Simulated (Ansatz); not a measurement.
One geometry of Cd3Te3H12, a cluster cut from wurtzite CdTe (hydrogen-capped), several levels of theory.

```yaml
crystal:
  periodic: [false, false, false]
  atoms:
    - {symbol: Cd, position_ang: [-3.412431, -1.962311, 0.084368]}
    - {symbol: Cd, position_ang: [3.402971, -1.972852, 0.082627]}
    - {symbol: Cd, position_ang: [0.006850, 3.934696, 0.082582]}
    - {symbol: Te, position_ang: [-0.005413, -2.552963, -0.043456]}
    - {symbol: Te, position_ang: [-2.207443, 1.279234, -0.047472]}
    - {symbol: Te, position_ang: [2.213840, 1.273756, -0.043131]}
    - {symbol: H, position_ang: [-0.006583, -3.777320, 1.079413]}
    - {symbol: H, position_ang: [-0.003346, -3.649129, -1.292292]}
    - {symbol: H, position_ang: [-3.610920, -2.078290, -1.590163]}
    - {symbol: H, position_ang: [-3.407401, -1.957093, 1.775653]}
    - {symbol: H, position_ang: [-3.156818, 1.831178, -1.294555]}
    - {symbol: H, position_ang: [-3.264598, 1.893198, 1.077385]}
    - {symbol: H, position_ang: [3.596471, -2.083078, -1.592951]}
    - {symbol: H, position_ang: [3.402612, -1.975155, 1.773896]}
    - {symbol: H, position_ang: [3.155374, 1.812224, -1.301979]}
    - {symbol: H, position_ang: [3.283006, 1.891315, 1.068399]}
    - {symbol: H, position_ang: [0.004534, 3.930003, 1.773902]}
    - {symbol: H, position_ang: [0.009316, 4.162577, -1.592236]}
basis:
  gaussian: {orbitals: def2-SVP, initial_orbitals: start.molden}
hamiltonian: {xc: pbe, dispersion: d4}
scf: {omitted_lower_state_checks: [starts]}
output: {orbitals: {seedname: orbitals}}
```

The file start.molden holds the orbitals of an earlier run on this structure, at another level or in another basis.

```sh
$ ansatz run in.yaml --threads 4 --pin off --events-out ev --progress --plain --max-ram 4787MiB
```

Output, abridged:

```
Functional definition: PBE
2580 factors; their error is unknown
mean field evaluation 1: about -35761.7803 eV, gradient 3.8e1 eV
mean field evaluation 2: about -35762.1622 eV, gradient 7.7e-1 eV
mean field evaluation 4: about -35762.1435 eV, gradient 1.5e-1 eV
mean field -35762.14350028 eV, -1314.2345331837 hartree, gradient 4.1e-5 eV, S^2 0.000000; 0 other end points of the search recorded, 0 dependent functions left out
reference -35762.14358644 eV, -1314.2345363503 hartree; 72, 72 occupied and 159, 159 virtual orbitals, 2580 factors
Total energy: -35762.81991369 eV, -1314.2593909182 hartree
Checks for a lower state left out: starts
```

It took 4.1 s on 4 threads of Arm Neoverse V1 on a shared host.

As the first input, with `correlation: {method: mp2}` and without the key `hamiltonian` (abridged; 11 s):

```
Functional definition: HF
mean field -35599.63147836 eV, -1308.2623265328 hartree, gradient 4.1e-6 eV, S^2 0.000000
12 core orbitals not correlated: weight in the atoms' cores, before any rotation towards them, 1.000 or more for the frozen orbitals, at most 0.000 for the correlated occupied ones
second order -43.54634660 eV of doubles, -0.00000000 eV of singles
Total energy: -35643.17782496 eV, -1309.8626252538 hartree
Checks for a lower state left out: starts
```

The first input with `gaussian: {orbitals: def2-TZVP, initial_orbitals: start.molden}`, `hamiltonian: {xc: {name: revPBE}, dispersion: d4}` (abridged; 7.5 s):

```
Functional definition: revPBE
mean field -35775.59734101 eV, -1314.7289527112 hartree, gradient 1.7e-5 eV, S^2 0.000000
Total energy: -35776.99271281 eV, -1314.7802316791 hartree
Checks for a lower state left out: starts
```

Geometry: PBE0-D4/def2-SVP.

In the def2 sets Cd, Te take a core potential; there is no spin–orbit coupling. Correlated methods freeze 12 core orbitals; core or outer-core shells of Cd, Te are correlated, in sets that lack core-valence functions.
